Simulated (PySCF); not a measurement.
Si(H)(OH)(SeH)2 (H4OSe2Si), SMILES O[SiH]([SeH])[SeH].

The structure is a stationary point at r2SCAN-D4/def2-SVP. The structure was generated by enumeration, and PubChem lists no compound with its InChIKey, so it may never have been made. The values are those of a single conformer.

Two levels are set side by side: TDDFT-PBE/def2-SVPD (PySCF) and TDDFT-ωB97X/def2-SVPD (PySCF). Vertical, same geometry. The lowest singlet is HOMO→LUMO 92 % with PBE and HOMO→LUMO 65 %, HOMO→LUMO+4 12 % with the other functional; states are paired by order. Differences are taken from unrounded values.

```tsv
quantity	TDDFT-ωB97X	TDDFT-PBE	TDDFT-PBE minus TDDFT-ωB97X
lowest singlet excitation (eV)	5.35	4.78	-0.57
lowest triplet excitation (TDA) (eV)	5.01	4.52	-0.49
```

Functionals without exact exchange tend to place singlet excitations lower, as here. Differences between two approximate levels are no errors against the true value.

Rough cost on one machine, each run with all the roots and properties that it gave: TDDFT-ωB97X against TDDFT-PBE about 10 times.
